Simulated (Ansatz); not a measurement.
Reaction (substitution at a C–F bond): `OCF` + `N[SiH2]N` → `N[SiH2]NCO` + H–F

Calculated with Ansatz (gas phase, PBE0-D4/def2-TZVP geometries, no zero-point term in ΔE). CCSD(T)/CBS adds triple-zeta CCSD(T) − MP2 to the extrapolated MP2 energy (def2 sets, frozen cores). This one scheme is used for every species. One conformer a species, not always the lowest.

```tsv
species	CCSD(T)/CBS(def2) energy (Eh)
`OCF`	-214.81254
`N[SiH2]N`	-402.15462
`N[SiH2]NCO`	-516.57371
H–F	-100.39570
```

Task: Work out ΔE.

Result: ΔE = (-516.57371) + (-100.39570) − (-214.81254) − (-402.15462) = -0.00225 Eh = -5.9 kJ/mol.

Largest T1 diagnostic among the species: 0.011.

The D4 term adds −8.7 kJ/mol with B3LYP and −5.0 kJ/mol with PBE0; it sums over pairs of atoms, weighted by their polarisabilities, and B3LYP, whose exchange is more repulsive, gets the larger term. In def2-TZVPP, CCSD(T) changes the Hartree–Fock value by −22.9 kJ/mol (the triples alone add −2.4 kJ/mol) and MP2 by −28.9 kJ/mol.

B3LYP here is the variant with VWN-RPA as its local correlation; programs differ in this.
